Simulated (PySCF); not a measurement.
## Simulated absorption spectrum

Compound: C4H5F2PSi.
Bonds: F1–C2, C2–C3 (double), C3–P4, P4–C5, C5–F6, C5–C7 (double), C7–Si8, C2–C7. Hydrogens: H9 on C3; H10 on P4; H11, H12, H13 on Si8.

The calculation used TDDFT wB97X-D/def2-SVPD, vertical, gas phase, core orbitals frozen in the response in PySCF 2.14.0, density-fitted response routines. Geometry: GFN2-xTB; no solvent, vibrations or thermal averaging.

Computed states:

| state | E (eV) | f |
| --- | --- | --- |
| S1 | 4.67 | 0.029 |
| S2 | 5.50 | 0.121 |
| S3 | 5.97 | 0.0025 |
| S4 | 6.37 | 0.0056 |
| S5 | 6.63 | 0.0058 |
| S6 | 6.90 | 0.050 |
| S7 | 7.06 | 0.188 |
| S8 | 7.23 | 0.036 |

Each state is given a Gaussian of 0.3 eV full width at half maximum, with ε(max) = 2.175×10⁸ f / Δν̃ (Δν̃ the width in cm⁻¹). The width is an assumption, not a result. The curve ends short of the highest state used, and states not computed would add to its high-energy end.

(1) Give the broadened spectrum and its maxima.

(2) Coming from long wavelengths, where does ε first pass 100 L mol⁻¹ cm⁻¹?

(3) Does any computed singlet lie in the visible range?

(4) On this curve, what absorbance would a 10⁻³ mol/L sample give at 266 nm over a 1 cm path?

Answers

(1) 
E (eV), ε (L mol⁻¹ cm⁻¹) and a bar:
```
     4.22          6 
     4.32         63 
     4.43        459 #
     4.53       1454 ####
     4.64       2535 #######
     4.74       2200 ######
     4.85        924 ###
     4.95        221 #
     5.06         48 
     5.16        294 #
     5.27       2058 ######
     5.37       6340 ##################
     5.47      10546 ##############################
     5.58       9063 ##########################
     5.68       4150 ############
     5.79        938 ###
     5.89        293 #
     6.00        235 #
     6.10        195 #
     6.21        283 #
     6.31        490 #
     6.42        595 ##
     6.52        652 ##
     6.63       1149 ###
```

Maxima: 266 nm (4.67 eV), ε about 2600, made up of S1 (100%); 225 nm (5.50 eV), ε about 11000, made up of S2 (100%) (ε in L mol⁻¹ cm⁻¹; maxima over ε = 5, shares over 10%). At its high-energy end, 6.63 eV, the curve is still rising (ε about 1100, from S5 and S6).

(2) At about 286 nm (4.34 eV), 0.32 eV below S1.

(3) No computed singlet lies in the visible range (380 to 750 nm); the lowest, at 266 nm, stands 1.40 eV above its violet end (3.26 eV); a Tamm–Dancoff triplet lies at 405 nm, without intensity as long as spin–orbit coupling is left out.

(4) 266 nm is 4.661 eV, where ε is about 2600 L mol⁻¹ cm⁻¹, so A = ε c l ≈ 2.6 (Beer–Lambert, with the gas-phase spectrum and the assumed width).
